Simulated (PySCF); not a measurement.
**`CC(=O)N/C=C/O[SiH3]`: 4 charge schemes on one density**

Species: C₄H₉NO₂Si.
Structure used (GFN2-xTB), in Å, numbered top down from 1:
```xyz
17
C4H9NO2Si angstrom
C     -3.343   -0.068   -0.415
C     -1.951   -0.358    0.100
O     -1.678   -1.275    0.840
N     -1.012    0.521   -0.362
C      0.335    0.427   -0.032
C      1.263    1.271   -0.470
O      2.573    1.209   -0.175
Si     3.448    0.178    0.736
H     -3.607    0.974   -0.251
H     -3.390   -0.279   -1.482
H     -4.053   -0.708    0.101
H     -1.291    1.271   -0.977
H      0.567   -0.400    0.620
H      1.024    2.102   -1.125
H      2.998    0.196    2.127
H      4.755    0.785    0.542
H      3.356   -1.186    0.213
```

Density: PBE0/pcSseg-1 (PySCF); schemes: Mulliken, IAO, Hirshfeld and ESP-fitted. The structure is a single GFN2-xTB conformer in the gas phase; no vibrational or solvent corrections.

Question: What partial charge does each atom carry?

Answer: In e; atoms taken as equivalent share a row and are averaged (×n: the atom named and its like, n in all):

```
       atom                       environment  Mulliken     IAO  Hirshfeld  ESP-fitted
         C1  methyl carbon next to a carbonyl    -0.272  -0.482     -0.123      -0.652
         C2             amide carbonyl carbon    +0.354  +0.437     +0.178      +0.839
         O3                      amide oxygen    -0.424  -0.490     -0.284      -0.584
         N4                    amide nitrogen    -0.485  -0.310     -0.095      -0.608
         C5   vinylic carbon bearing nitrogen    -0.009  -0.126     -0.038      -0.064
         C6     vinylic carbon bearing oxygen    +0.219  +0.013     +0.002      -0.071
         O7                silyl ether oxygen    -0.599  -0.583     -0.199      -0.349
        Si8              oxygen-bound silicon    +0.680  +0.865     +0.391      +0.598
 H9/H10/H11                   methyl hydrogen    +0.139  +0.164     +0.053      +0.173
        H12                amide N–H hydrogen    +0.194  +0.272     +0.139      +0.357
        H13                  vinylic hydrogen    +0.141  +0.176     +0.047      +0.188
        H14                  vinylic hydrogen    +0.091  +0.146     +0.047      +0.166
H15/H16/H17                     Si–H hydrogen    -0.103  -0.137     -0.075      -0.113
```

Mean size of the charges over all atoms: ESP-fitted 0.314 e, IAO 0.282 e, Mulliken 0.247 e, Hirshfeld 0.113 e. Each set sums to the total charge, 0, to within 0.001 e. The ESP scheme is a least-squares fit of atom-centred charges to the potential on four shells outside the van der Waals surface, with the total charge fixed. The Hirshfeld scheme weights the molecular density at each point by an atom's share of the summed free-atom densities.

Lowest charge. The schemes don't all agree: Mulliken O7 (-0.599); IAO O7 (-0.583); Hirshfeld O3 (-0.284); ESP-fitted C1 (-0.652).

Highest charge. The schemes don't all agree: Mulliken Si8 (+0.680); IAO Si8 (+0.865); Hirshfeld Si8 (+0.391); ESP-fitted C2 (+0.839).

Question: How many electrons does the Mulliken scheme count on Si8?

Answer: Z − q = 14 − (+0.680) = 13.320.

Question: Sum the charges by element, for elements with more than one atom.

Answer: 
```csv
element,atoms,Mulliken,IAO,Hirshfeld,ESP-fitted
C,4,+0.293,-0.158,+0.019,+0.052
O,2,-1.023,-1.073,-0.483,-0.933
H,9,+0.535,+0.676,+0.168,+0.892
```

The run behind these numbers computed NMR shieldings as well. The run took 53 s of wall time on one thread of an Arm Neoverse N1 (shared host), and the process peaked at 0.83 GiB of memory.
